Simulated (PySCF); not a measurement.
NICS in isomers of C3H4N2S2.

NICS is the negative of the GIAO shielding at a point without a nucleus: at the ring centre (0) and 1 Å above and below it (1); zz is the component along the ring normal. Level: GIAO PBE0/pcSseg-1 (PySCF, non-relativistic, gas phase) on the GFN2-xTB geometries, one conformer each. Atom numbers follow the mapped SMILES.

Question: Order these rings by mean NICS(1)zz, lowest (most negative) first (ppm).
A. ring C3–C4–S5–N6–N7 in `[CH3:1][S:2][c:3]1[cH:4][s:5][n:6][n:7]1`
B. ring C3–N4–N5–C6–S7 in `[CH3:1][S:2][c:3]1[n:4][n:5][cH:6][s:7]1`
C. ring C3–N4–C5–N6–S7 in `[CH3:1][S:2][c:3]1[n:4][cH:5][n:6][s:7]1`

Answer: A (-32.0), C (-27.2), B (-25.9).

```
   SMILES                                                       ring  NICS(0)  NICS(1)  NICS(1)zz  HOMA  rms pucker (Å)  ring atoms with four or more neighbours
CSc1csnn1  5-membered ring with 2 N and S; formal bonds all aromatic    -12.4    -13.3      -32.0     –            0.00                                        0
CSc1ncns1  5-membered ring with 2 N and S; formal bonds all aromatic    -12.2    -11.2      -27.2     –            0.00                                        0
CSc1nncs1  5-membered ring with 2 N and S; formal bonds all aromatic    -11.8    -11.6      -25.9  0.69            0.00                                        0
```

NICS(0) gives the same order. The isotropic NICS(1) gives another order. HOMA uses Krygowski's 1993 parameters; it is left out where a ring has a four-coordinate atom, a triple bond, no multiple bond or a kind of bond without parameters. NICS(1) and NICS(1)zz are means over the two faces.
